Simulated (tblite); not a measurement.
Species: C6H14O2S.
Bonds: C1–C2, C2–C3, C2–C4, C2–C5, C5–S6, S6–C7, S6–O8 (double), S6–O9 (double). Hydrogens: H10, H11, H12 on C1; H13, H14, H15 on C3; H16, H17, H18 on C4; H19, H20 on C5; H21, H22, H23 on C7.

The geometry is computed with GFN2-xTB (gas phase).

Question: Give the optimised bond lengths and angles.

Answer: 
```
                   bond  length (Å)   order
    C1–C2, C2–C3, C2–C4       1.531  single
                  C2–C5       1.530  single
                  C5–S6       1.827  single
                  S6–C7       1.822  single
           S6=O8, S6=O9       1.438  double
C1–H10 and 8 like bonds       1.087  single
         C5–H19, C5–H20       1.087  single
 C7–H21, C7–H22, C7–H23       1.082  single
```

Bonds in one row agree within 0.01 Å and their mean is given. Orders are formal, as drawn. A selection of angles:
```
     angle  degrees
 C2–C1–H10    110.8
 C2–C1–H12    110.1
H10–C1–H11    108.6
H10–C1–H12    108.3
  C1–C2–C3    109.6
  C1–C2–C5    108.3
  C3–C2–C5    109.7
  C2–C5–S6    114.3
 C2–C5–H19    111.3
 S6–C5–H19    103.7
 S6–C5–H20    106.0
H19–C5–H20    110.2
  C5–S6–C7    102.1
  C5–S6–O8    109.3
  C5–S6–O9    111.6
  C7–S6–O8    107.6
  O8–S6–O9    117.4
 S6–C7–H21    108.5
 S6–C7–H22    108.4
H21–C7–H22    111.8
H21–C7–H23    110.3
```

Dihedral angles: C1–C2–C5–S6 167° (antiperiplanar); C2–C5–S6–C7 161° (antiperiplanar). The mirror-image conformer, all signs reversed, is as good.

Of the pairs four or more bonds apart, O9···H14 is among the closest relative to their van der Waals radii: 2.21 Å, 81 % of the sum of Bondi's values. S6 (sulfonyl sulfur) is distorted tetrahedral (angles from 102.1° to 117.4°).

Point group: C1 (no symmetry element, even within 0.4 Å). Its GFN2-xTB frequencies are all real (lowest 49 cm⁻¹). One conformer, not necessarily the lowest. 3 starts were optimised and ended at 0.00, 0.35 and 0.65 kcal/mol (GFN2-xTB); the lowest of these is shown.

The run took 1.9 s on Arm Neoverse N1, one thread (shared host). This is the geometry optimisation.
